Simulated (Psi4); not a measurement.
CAuO, charge +1, singlet, at a GFN2-xTB geometry (such geometries of metal compounds can be far from the true shape) (the multiplicity is a formal guess) (core potentials on Au); HF/def2-SVP (Psi4).

Here is a job for Psi4.
```
memory 2 GB

molecule mol {
1 1
Au   -0.000000   -0.000000   -0.375757
O     0.000000    0.000000    2.594773
C     0.000000    0.000000    1.487766
}

set {
  basis def2-svp
  reference rhf
  cholesky_tolerance 1e-3
  scf_type cd
}

energy('scf')
print_variables()
```

What the program printed (banner, timings and long lists left out):

```
   => Loading Basis Set <=

    Name: DEF2-SVP
    Role: ORBITAL
    Keyword: BASIS

    !!!  WARNING: ECP capability is in beta. Please check occupations closely.  !!!

         ---------------------------------------------------------
                                   SCF
               by Justin Turney, Rob Parrish, Andy Simmonett
                          and Daniel G. A. Smith
                              RHF Reference
         ---------------------------------------------------------

  ==> Geometry <==

    Molecular point group: c2v
    Full point group: C_inf_v

    Geometry (in Angstrom), charge = 1, multiplicity = 1:

       Center              X                  Y                   Z               Mass
    ------------   -----------------  -----------------  -----------------  -----------------
         AU           0.000000000000     0.000000000000    -0.310611615223   196.966568790000
         O            0.000000000000     0.000000000000     2.659918384777    15.994914619570
         C            0.000000000000     0.000000000000     1.552911384777    12.000000000000

  Running in c2v symmetry.

  Rotational constants: A = ************  B =      0.10464  C =      0.10464 [cm^-1]
  Rotational constants: A = ************  B =   3136.88939  C =   3136.88939 [MHz]
  Nuclear repulsion =   82.394972573425477

  Charge       = 1
  Multiplicity = 1
  Electrons    = 32
  Nalpha       = 16
  Nbeta        = 16

  ==> Algorithm <==

  SCF Algorithm Type is CD.
  DIIS enabled.
  MOM disabled.
  Fractional occupation disabled.
  Guess Type is SAD.
  Energy threshold   = 1.00e-06
  Density threshold  = 1.00e-06
  Integral threshold = 1.00e-12

  ==> Primary Basis <==

  Basis Set: DEF2-SVP
    Blend: DEF2-SVP
    Number of shells: 24
    Number of basis functions: 60
    Number of Cartesian functions: 67
    Spherical Harmonics?: true
    Max angular momentum: 3

  Core potential: DEF2-SVP
    Number of shells: 4
    Number of ECP primitives: 14
    Number of ECP core electrons: 60
    Max angular momentum: 3

  ==> Integral Setup <==

  ==> CDJK: Cholesky-decomposed J/K Matrices <==

    J tasked:                     Yes
    K tasked:                     Yes
    wK tasked:                     No
    Integrals threads:              1
    Algorithm:                   Core
    Integral Cache:              NONE
    Schwarz Cutoff:             1E-12
    Cholesky tolerance:      1.00E-03
    No. Cholesky vectors:         225

  Minimum eigenvalue in the overlap matrix is 9.4055516453E-03.
  Reciprocal condition number of the overlap matrix is 2.3571197334E-03.
    Using symmetric orthogonalization.

  ==> Pre-Iterations <==

  SCF Guess: Superposition of Atomic Densities via on-the-fly atomic UHF (no occupation information).

   -------------------------
    Irrep   Nso     Nmo
   -------------------------
     A1        29      29
     A2         5       5
     B1        13      13
     B2        13      13
   -------------------------
    Total      60      60
   -------------------------

  ==> Iterations <==

                        Total Energy        Delta E     RMS |[F,P]|

   @RHF iter SAD:  -246.63296563885882   -2.46633e+02   0.00000e+00
   @RHF iter   1:  -247.10575004023298   -4.72784e-01   8.88952e-03 ADIIS/DIIS
   @RHF iter   2:  -247.13176164077572   -2.60116e-02   7.37879e-03 ADIIS/DIIS
   @RHF iter   3:  -247.15599474072954   -2.42331e-02   1.18054e-03 ADIIS/DIIS
   @RHF iter   4:  -247.15761170332092   -1.61696e-03   5.21053e-04 ADIIS/DIIS
   @RHF iter   5:  -247.15809849261407   -4.86789e-04   2.26766e-04 ADIIS/DIIS
   @RHF iter   6:  -247.15828538226739   -1.86890e-04   8.13509e-05 DIIS
   @RHF iter   7:  -247.15830657763860   -2.11954e-05   2.14019e-05 DIIS
   @RHF iter   8:  -247.15830764227769   -1.06464e-06   7.16573e-06 DIIS
   @RHF iter   9:  -247.15830774644044   -1.04163e-07   1.47595e-06 DIIS
   @RHF iter  10:  -247.15830774956186   -3.12141e-09   2.81816e-07 DIIS
  Energy and wave function converged.

  ==> Post-Iterations <==

    Orbital Energies [Eh]
    ---------------------

    Doubly Occupied:

[...]
       9A1    -0.689080

    Virtual:

[...]
    Final Occupation by Irrep:
             A1    A2    B1    B2
    DOCC [     9,    1,    3,    3 ]
    NA   [     9,    1,    3,    3 ]
    NB   [     9,    1,    3,    3 ]

  @RHF Final Energy:  -247.15830774956186

   => Energetics <=

    Nuclear Repulsion Energy =             82.3949725734254770
    One-Electron Energy =                -546.9189096806367161
    Two-Electron Energy =                 217.3656293576493681
    Total Energy =                       -247.1583077495618568

Computation Completed

Properties will be evaluated at   0.000000,   0.000000,   0.000000 [a0]

Properties computed using the SCF density matrix

 Multipole Moments:

 ------------------------------------------------------------------------------------
     Multipole            Electronic (a.u.)      Nuclear  (a.u.)        Total (a.u.)
 ------------------------------------------------------------------------------------

 L = 1.  Multiply by 2.5417464519 to convert [e a0] to [Debye]
 Dipole X            :          0.0000000            0.0000000            0.0000000
 Dipole Y            :          0.0000000            0.0000000            0.0000000
 Dipole Z            :        -46.8637092           46.6671546           -0.1965546
 Magnitude           :                                                    0.1965546

 ------------------------------------------------------------------------------------

  Variable Map:
  ----------------------------------------------------------------------------
[...]
  Array Variable Map:
  ----------------------------------------------------------------------------
[...]
[...]
```
